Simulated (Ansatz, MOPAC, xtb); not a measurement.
The molecule PH-, multiplicity 2 (lowest of 2S+1 = 2, 4 at CCSD(T)/def2-TZVPP on PBE0 minima; our sources give no spin for the ground state, which may be another).

Seven points along R, fitted to fifth degree in 1/R; most abundant isotopes. Runs in def2 and cc sets follow the lowest solution found near the PBE0 minimum.

Run with Ansatz (an electronic-structure program); MOPAC for PM6, PM7 (differences of heats of formation); xtb for the GFN methods. Values without a source in brackets are computed. The GFN methods have no spin term and hold the electronic entropy of 300 K.

| level | r_e (Å) | ω_e (cm⁻¹) | α_e (cm⁻¹) | ω_e x_e (cm⁻¹) |
|---|---|---|---|---|
| PM6 | 1.422 | 2699 | 0.18 | 56 |
| PM7 | 1.514 | 2229 | 0.069 | 18 |
| GFN1-xTB | 1.514 | 1548 | 0.27 | -20 |
| SVWN5/def2-TZVPP | 1.452 | 2185 | 0.26 | 44 |
| PBE/def2-TZVPP | 1.455 | 2166 | 0.27 | 45 |
| r2SCAN/def2-TZVPP | 1.442 | 2238 | 0.26 | 45 |
| B97M-V/def2-TZVPP | 1.445 | 2199 | 0.28 | 47 |
| B3LYP/def2-TZVPP | 1.443 | 2205 | 0.27 | 46 |
| PBE0/def2-TZVPP | 1.443 | 2244 | 0.26 | 44 |
| BHLYP/def2-TZVPP | 1.432 | 2287 | 0.26 | 45 |
| CAM-B3LYP/def2-TZVPP | 1.438 | 2252 | 0.26 | 45 |
| wB97X-V/def2-TZVPP | 1.440 | 2271 | 0.25 | 43 |
| wB97M-V/def2-TZVPP | 1.438 | 2245 | 0.27 | 45 |
| B2PLYP/def2-TZVPP | 1.438 | 2249 | 0.27 | 46 |
| CCSD/aug-cc-pV(T+d)Z | 1.436 | 2267 | 0.27 | 47 |
| CCSD/def2-TZVPP | 1.439 | 2249 | 0.27 | 47 |
| CCSD/aug-cc-pV(Q+d)Z | 1.434 | 2283 | 0.27 | 47 |
| CCSD/def2-QZVPP | 1.435 | 2270 | 0.27 | 47 |
| CCSD/aug-cc-pV(5+d)Z | 1.434 | 2284 | 0.27 | 47 |
| CCSD(T)/aug-cc-pV(T+d)Z | 1.439 | 2248 | 0.27 | 47 |
| CCSD(T)/def2-TZVPP | 1.441 | 2234 | 0.27 | 48 |
| CCSD(T)/aug-cc-pV(Q+d)Z | 1.437 | 2263 | 0.27 | 47 |
| CCSD(T)/def2-QZVPP | 1.438 | 2253 | 0.27 | 48 |
| CCSD(T)/aug-cc-pV(5+d)Z | 1.436 | 2264 | 0.27 | 47 |
| CCSD(T)/CBS(def2-TZVPP, def2-QZVPP) | 1.439 | 2249 | 0.27 | 47 |
| CCSD(T)/CBS(aug-cc-pV(Q+d)Z, aug-cc-pV(5+d)Z) | 1.436 | 2265 | 0.27 | 47 |

Frozen-core correlation. CBS: X⁻³ extrapolation of the correlation energy, Hartree–Fock from the larger set. The state that PM6, PM7 reach isn't checked; PM7 holds dispersion and hydrogen-bond terms.
